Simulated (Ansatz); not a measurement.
Input for Ansatz (development build ahead of 0.2.0):

```yaml
crystal:
  periodic: [false, false, false]
  atoms:
    - { symbol: H, position_ang: [1.7, 0.0, 0.0] }
    - { symbol: H, position_ang: [0.0, 1.7, 0.0] }
    - { symbol: H, position_ang: [-1.7, 0.0, 0.0] }
    - { symbol: H, position_ang: [0.0, -1.7, 0.0] }
basis:
  gaussian: { orbitals: pcseg-2 }
magnetization:
  spin_polarized: true
hamiltonian:
  xc: pbe0
```

The input is written out in the form of the current development build from the run's settings.

The run gave:

```json
{
 "Converged": "yes",
 "Total energy": "-2.01652 hartree",
 "Spin squared of the determinant": "1.786",
 "Stability test": "minimum"
}
```

Caution: the unrestricted determinant is a mixture of spin states.
